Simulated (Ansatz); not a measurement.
Total energies of MoSF4 from Ansatz at PBE-D4/def2-TZVP, gas phase (1 Eh = 27.2114 eV = 2625.5 kJ/mol). The reference geometry is relaxed at r2SCAN-D4/def2-SVP.

```csv
state,geometry,energy (Eh)
charge 0 singlet,reference,-865.70773
charge 1 doublet,reference,-865.28622
free Mo atom (septet),–,-68.12409
free S atom (triplet),–,-397.93833
free F atom (doublet),–,-99.66912
```

In the def2 sets Mo takes a core potential; there is no spin–orbit coupling.

(1) Work out the vertical ionisation energy to the doublet.

(2) What is the binding energy per atom against free atoms?

(1) E(charge 1 doublet) − E(charge 0 singlet) = -865.28622 − (-865.70773) = 0.42151 Eh = 11.47 eV. For comparison, −ε of the highest occupied level is 8.30 eV at this level, 3.17 eV less.

(2) Atoms: 1 × (-68.12409) + 1 × (-397.93833) + 4 × (-99.66912) = -864.73890 Eh. Binding: -864.73890 − (-865.70773) = 0.96883 Eh = 26.36 eV, or 4.39 eV for each of 6 atoms (no zero-point energy, no counterpoise term).
